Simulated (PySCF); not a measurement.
BH3. Atoms are numbered in the order given.

```xyz
4

B      0.0000     0.0000     0.0000
H     -1.1995     0.0000     0.0000
H      0.5997    -1.0388     0.0000
H      0.5997     1.0388     0.0000
```

Geometry optimised at PBE-D3(BJ)/def2-TZVPD. The isomer is the one that the SMILES or the coordinates give; other isomers of the formula were not compared.

Calculation: PBE-D3(BJ)/def2-TZVPD run with PySCF.

Harmonic, unscaled wavenumbers; measured fundamentals usually lie a few per cent lower.

Modes within 1.5 cm⁻¹ of each other (mostly degenerate sets) share a row, with their intensities summed.

Computed normal modes with their intensities:
```
mode  ν (cm⁻¹)  IR (km/mol)  moving atoms (share of kinetic energy)
----  --------  -----------  --------------------------------------
1         1123         72.5                          H 78 %, B 22 %
2–3       1153         22.1                          H 90 %, B 10 %
4         2501          0.0                                 H 100 %
5–6       2639        237.5                          H 88 %, B 12 %
```
